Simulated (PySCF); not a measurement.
## How methods differ on the ionisation energy of Cr²⁺

Cr²⁺ [Ar] 3d4 (5D) → Cr³⁺ [Ar] 3d3 (4F), as a difference of total energies. All numbers are calculated (PySCF 2.14, no relativity, point nucleus, in def2-TZVPPD). Correlated levels: valence and next inner shell: [Ne] frozen. The calculations carry no spin-orbit coupling.

```json
{"method": "UHF", "ionisation energy (eV)": "29.875", "plus first-order spin-orbit estimate": "29.851", "difference from reference of that sum (eV)": "-1.108"}
{"method": "MP2 (valence and next inner shell)", "ionisation energy (eV)": "31.176", "plus first-order spin-orbit estimate": "31.152", "difference from reference of that sum (eV)": "+0.193"}
{"method": "SCS-MP2 (valence and next inner shell)", "ionisation energy (eV)": "30.749", "plus first-order spin-orbit estimate": "30.725", "difference from reference of that sum (eV)": "-0.234"}
{"method": "CCSD (valence and next inner shell)", "ionisation energy (eV)": "30.947", "plus first-order spin-orbit estimate": "30.923", "difference from reference of that sum (eV)": "-0.036"}
{"method": "CCSD(T) (valence and next inner shell)", "ionisation energy (eV)": "30.979", "plus first-order spin-orbit estimate": "30.955", "difference from reference of that sum (eV)": "-0.004"}
```

Reference: 30.959 ± 0.025 eV (measured; NIST Atomic Spectra Database, ionization energies).

A first-order spin-orbit estimate (lowest level to lowest level, LS coupling) adds -0.024 eV.

These non-relativistic numbers lack the scalar-relativistic shift.

Errors of the correlated levels include the incompleteness of this basis and the frozen core.
